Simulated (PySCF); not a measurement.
Isomers of C4H8NSi3 (doublet state), one GFN2-xTB conformer each. Single-point energies are computed at B3LYP/pcH-1 (PySCF, gas phase, no added dispersion term), electronic only. GFN2-xTB treats the open shell by occupation alone, and not every SCF solution was tested for stability.

```tsv
SMILES	GFN2-xTB relative energy (kJ/mol)
C#C[SiH][Si@H](C#N)C[SiH3]	2.0
C#C[SiH2][Si](C#N)C[SiH3]	0.0
C#C[SiH2][Si@H](C#N)C[SiH2]	47.0
```

Conformers: `[CH:1]#[C:2][SiH:3][Si@H:4]([C:5]#[N:6])[CH2:7][SiH3:8]` (doublet state) with C2–Si3–Si4–C5 161°, Si3–Si4–C7–Si8 164°; `[CH:1]#[C:2][SiH2:3][Si:4]([C:5]#[N:6])[CH2:7][SiH3:8]` (doublet state) with C2–Si3–Si4–C5 177°, Si3–Si4–C7–Si8 -88°; `[CH:1]#[C:2][SiH2:3][Si@H:4]([C:5]#[N:6])[CH2:7][SiH2:8]` (doublet state) with C2–Si3–Si4–C5 151°, Si3–Si4–C7–Si8 54°, Si4–C7–Si8–H -69° and 162°.

**Question.** What does B3LYP/pcH-1 give for the same structures?

**Answer.** 
```json
{"SMILES": "C#C[SiH][Si@H](C#N)C[SiH3]", "B3LYP/pcH-1 E (Eh)": "-1080.42168", "B3LYP/pcH-1 (kJ/mol)": "0.0", "GFN2-xTB (kJ/mol)": "2.0", "point group": "C1"}
{"SMILES": "C#C[SiH2][Si](C#N)C[SiH3]", "B3LYP/pcH-1 E (Eh)": "-1080.42029", "B3LYP/pcH-1 (kJ/mol)": "3.6", "GFN2-xTB (kJ/mol)": "0.0", "point group": "C1"}
{"SMILES": "C#C[SiH2][Si@H](C#N)C[SiH2]", "B3LYP/pcH-1 E (Eh)": "-1080.41223", "B3LYP/pcH-1 (kJ/mol)": "24.8", "GFN2-xTB (kJ/mol)": "47.0", "point group": "C1"}
```

GFN2-xTB puts C#C[SiH2][Si](C#N)C[SiH3] lowest instead; measured from each level's own lowest isomer, the values differ by up to 22.2 kJ/mol (C#C[SiH2][Si@H](C#N)C[SiH2]: 47.0 against 24.8). Neighbours under 21 kJ/mol apart (C#C[SiH][Si@H](C#N)C[SiH3] and C#C[SiH2][Si](C#N)C[SiH3]) can change places with a better method, another conformer or zero-point energy.

**Question.** As an exercise, what shares would exp(−E/RT) give at 2000 K from these electronic energies alone (no entropy, no degeneracies)?

**Answer.** RT = 16.629 kJ/mol: C#C[SiH][Si@H](C#N)C[SiH3] 49.3 %, C#C[SiH2][Si](C#N)C[SiH3] 39.6 %, C#C[SiH2][Si@H](C#N)C[SiH2] 11.1 %.
